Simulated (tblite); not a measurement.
Parent: `[CH3:1]/[C:2](=[CH:3]\[F:4])[CH2:5][CH2:6][OH:7]` with C1–C2–C5–C6 -86°, C2–C5–C6–O7 -66°, C5–C6–O7–H 57°, C5H9FO.

The geometries are computed with GFN2-xTB (gas phase). One conformer each, not checked by frequencies here.

| coordinate of the parent | value |
| --- | --- |
| C1–C2 | 1.497 Å |
| C2=C3 | 1.325 Å |
| C3–F4 | 1.351 Å |
| C2–C5 | 1.502 Å |
| C5–C6 | 1.540 Å |
| C6–O7 | 1.402 Å |
| C1–C2–C3 | 122.9° |
| C1–C2–C5 | 117.3° |
| C3–C2–C5 | 119.7° |
| C2–C3–F4 | 122.5° |
| C2–C5–C6 | 110.6° |
| C5–C6–O7 | 112.6° |

**Question.** How does the shared frame change in `[CH3:1]/[C:2](=[CH:3]/[F:4])[CH2:5][CH2:6][CH2:7][OH:8]` with C1–C2–C5–C6 72°, C2–C5–C6–C7 62°, C5–C6–C7–O8 178°, C6–C7–O8–H -178°, C6H11FO? Atoms pair as C1 = C1, C2 = C2, C3 = C3, F4 = F4, C5 = C5, C6 = C6 (parent first).

**Answer.** 
| parent | relative | value in the relative | change |
| --- | --- | --- | --- |
| C1–C2 | C1–C2 | 1.496 Å | -0.001 |
| C2=C3 | C2=C3 | 1.323 Å | -0.002 |
| C3–F4 | C3–F4 | 1.351 Å | 0.000 |
| C2–C5 | C2–C5 | 1.503 Å | +0.001 |
| C5–C6 | C5–C6 | 1.532 Å | -0.008 |
| C1–C2–C3 | C1–C2–C3 | 120.4° | -2.5 |
| C1–C2–C5 | C1–C2–C5 | 117.4° | +0.1 |
| C3–C2–C5 | C3–C2–C5 | 122.2° | +2.5 |
| C2–C3–F4 | C2–C3–F4 | 122.5° | 0.0 |
| C2–C5–C6 | C2–C5–C6 | 112.7° | +2.1 |

Of the parent's bonds, C5–C6 changes most (-0.008 Å). Bonds of the relative outside the shared frame: C6–C7 1.525, C7–O8 1.413 Å. Point group C1 → C1.

**Question.** How does the shared frame change in `[CH3:1][SiH2:2]/[C:3](=[CH:4]\[F:5])[CH2:6][CH2:7][OH:8]` with C1–Si2–C3–C4 37°, Si2–C3–C6–C7 -64°, C3–C6–C7–O8 64°, C6–C7–O8–H -168°, C5H11FOSi? Atoms pair as C2 = C3, C3 = C4, F4 = F5, C5 = C6, C6 = C7, O7 = O8 (parent first).

**Answer.** 
| parent | relative | value in the relative | change |
| --- | --- | --- | --- |
| C2=C3 | C3=C4 | 1.321 Å | -0.004 |
| C3–F4 | C4–F5 | 1.349 Å | -0.002 |
| C2–C5 | C3–C6 | 1.499 Å | -0.003 |
| C5–C6 | C6–C7 | 1.527 Å | -0.013 |
| C6–O7 | C7–O8 | 1.409 Å | +0.007 |
| C3–C2–C5 | C4–C3–C6 | 118.5° | -1.2 |
| C2–C3–F4 | C3–C4–F5 | 123.0° | +0.5 |
| C2–C5–C6 | C3–C6–C7 | 109.4° | -1.2 |
| C5–C6–O7 | C6–C7–O8 | 107.9° | -4.7 |

Of the parent's bonds, C5–C6 changes most (-0.013 Å). Bonds of the relative outside the shared frame: C1–Si2 1.901, Si2–C3 1.900 Å. Point group C1 → C1.

**Question.** How does the shared frame change in `[OH:1][CH2:2][CH2:3]/[CH:4]=[CH:5]\[F:6]` with H–O1–C2–C3 -60°, O1–C2–C3–C4 -178°, C2–C3–C4–C5 -116°, C4H7FO? Atoms pair as C2 = C4, C3 = C5, F4 = F6, C5 = C3, C6 = C2, O7 = O1 (parent first).

**Answer.** 
```
  parent  relative  value in the relative  change
   C2=C3     C4=C5                1.320 Å  -0.005
   C3–F4     C5–F6                1.347 Å  -0.004
   C2–C5     C4–C3                1.493 Å  -0.009
   C5–C6     C3–C2                1.537 Å  -0.003
   C6–O7     C2–O1                1.405 Å  +0.003
C3–C2–C5  C5–C4–C3                 124.5°    +4.8
C2–C3–F4  C4–C5–F6                 122.2°    -0.3
C2–C5–C6  C4–C3–C2                 111.1°    +0.5
C5–C6–O7  C3–C2–O1                 112.4°    -0.2
```

Of the parent's bonds, C2–C5 changes most (-0.009 Å). Point group C1 → C1.
